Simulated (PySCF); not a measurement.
CH₆MoN₂O, SMILES [CH3][Mo](=[NH])([NH2])=[O], multiplicity 1.

Geometry: PBE-D3(BJ)/def2-SVP. The multiplicity is an assumed one; no other spin state was optimised. The structure was generated by enumeration; whether it is a known compound was not checked. The def2 effective core potentials stand for the cores of Mo; spin–orbit coupling is left out. One conformer was computed; it need not be the lowest.

Two levels are set side by side: PBE/def2-TZVP (PySCF) and HF/def2-TZVP (PySCF). Same geometry, gas phase. Differences are taken from unrounded values.

```json
[
 {"quantity": "orbital gap (eV)", "HF": "12.77"},
 {"quantity": "highest occupied level (eV)", "HF": "-10.96"},
 {"quantity": "lowest empty level (eV)", "HF": "1.81"},
 {"quantity": "dipole moment (D)", "HF": "2.63"},
 {"quantity": "mean polarisability (bohr³)", "HF": "69.1"}
]
```

Question: What does PBE give, and how far is it from HF? (An estimate is asked for; the answer gives what the named calculation found.)

Answer: 
```json
[
 {"quantity": "orbital gap (eV)", "PBE": "3.88", "PBE minus HF": "-8.89"},
 {"quantity": "highest occupied level (eV)", "PBE": "-6.48", "PBE minus HF": "4.48"},
 {"quantity": "lowest empty level (eV)", "PBE": "-2.60", "PBE minus HF": "-4.41"},
 {"quantity": "dipole moment (D)", "PBE": "2.36", "PBE minus HF": "-0.27"},
 {"quantity": "mean polarisability (bohr³)", "PBE": "74.3", "PBE minus HF": "5.2"}
]
```

PBE's occupied levels lie high since its potential decays too fast outside the molecule; exact exchange lowers them and widens the gap. PBE's more diffuse valence density responds more strongly to a field. Differences between two approximate levels are no errors against the true value.

Rough cost on one machine, each run with all the roots and properties that it gave: HF against PBE about 1/3.
